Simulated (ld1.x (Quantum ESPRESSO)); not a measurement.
# Plane-wave convergence, TM potential for magnesium (Mg)

magnesium (Mg), norm-conserving Troullier–Martins (Kleinman–Bylander form), made with ld1.x (Quantum ESPRESSO) 7.5 (PBE, scalar-relativistic). Core [Ne], reference 3s2 3p0. Waves: 3s (bound): rc 1.95 bohr; 3p (bound, empty): rc 2.70 bohr; 3d channel at 0.5 Ry: rc 2.25 bohr. Local part: the d channel. Core correction: Bessel-smoothed model core, default radius (core density twice the valence density).

The pseudo-atom Hamiltonian at the reference potential is diagonalised in spherical Bessel functions j_l(qr) that vanish at 20 bohr, with q² up to the cutoff. All-electron valence levels (Ry): 3s -0.3458, 3p -0.0978.

Q: How do the lowest levels (Ry) of each channel move with the cutoff, and are there ghosts?

A:

| cutoff (Ry) | s #1 | s #2 | p #1 | d #1 | f #1 | Σ f·Δε (mRy) |
| --- | --- | --- | --- | --- | --- | --- |
| 8 | -0.3447 | 0.0015 | -0.0977 | 0.0530 | 0.1080 | 2.3 |
| 10 | -0.3451 | 0.0015 | -0.0977 | 0.0530 | 0.1080 | 1.5 |
| 12 | -0.3451 | 0.0015 | -0.0977 | 0.0530 | 0.1080 | 1.5 |
| 18 | -0.3455 | 0.0014 | -0.0978 | 0.0530 | 0.1080 | 0.7 |
| 21 | -0.3457 | 0.0014 | -0.0978 | 0.0530 | 0.1080 | 0.3 |
| 25 | -0.3458 | 0.0014 | -0.0978 | 0.0530 | 0.1080 | 0.1 |
| 400 | -0.3458 | 0.0014 | -0.0978 | 0.0530 | 0.1080 | 0.0 |

Result: no extra level below or beside the all-electron valence levels (s, p, d, f tested); 10 mRy is reached at 6 Ry and 1 mRy at 18 Ry.
